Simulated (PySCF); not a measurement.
A structure optimised at B3LYP-D3(BJ)/def2-TZVP, used in a PySCF frequency run:

```xyz
4

B     -0.7916     1.0419     0.0000
Cl     0.2054     2.4617     0.0000
H     -1.9678     1.1473     0.0000
I      0.0459    -0.9095     0.0000
```
Charge 0, spin multiplicity 1.

Task: Write its SMILES, formula and point group.

Result: ClBI, BClHI, Cs

Task: What are its rotational constants (standard atomic weights)?

Result: 40.777, 1.5247, 1.4697 GHz
